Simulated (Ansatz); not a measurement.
CH6AlFOSi (`[CH3][AlH][SiH](O)F`). Charge 0, multiplicity 1. The geometry is a stationary point of PBE0-D4/def2-TZVP. It is one conformer, not always the lowest.

```xyz
11

C    -1.328    1.468    0.336
Al   -0.589   -0.220    0.993
Si    1.130   -1.377   -0.373
O     2.110   -0.337   -1.194
F     0.332   -2.300   -1.431
H    -2.235    1.769    0.867
H    -1.556    1.429   -0.733
H    -0.593    2.271    0.468
H    -1.057   -0.827    2.388
H     2.086   -2.281    0.318
H     1.700    0.405   -1.640
```

What is the dipole moment at ωB97M-V/def2-TZVPP? (Best estimate.)

Computed: 2.57 D, with components (-1.05, 2.29, 0.48) D in this frame, pointing from negative to positive charge.

And with PBE, r2SCAN, B3LYP? (An estimate is asked.)

Ansatz gave: PBE 2.49 D, r2SCAN 2.53 D, B3LYP 2.54 D.

Give the Mulliken charges with ωB97M-V, PBE, r2SCAN in def2-TZVPP. (Estimate.)

The calculation gave: 
| atom | ωB97M-V | PBE | r2SCAN |
| --- | --- | --- | --- |
| C1 | -0.53 | -0.43 | -0.40 |
| Al2 | 0.40 | 0.34 | 0.48 |
| Si3 | 0.47 | 0.45 | 0.51 |
| O4 | -0.37 | -0.34 | -0.40 |
| F5 | -0.32 | -0.28 | -0.33 |
| H6 | 0.12 | 0.11 | 0.08 |
| H7 | 0.11 | 0.10 | 0.07 |
| H8 | 0.11 | 0.10 | 0.07 |
| H9 | -0.11 | -0.12 | -0.17 |
| H10 | -0.06 | -0.10 | -0.12 |
| H11 | 0.18 | 0.19 | 0.20 |

B3LYP here is the variant with VWN-RPA as its local correlation; programs differ in this.
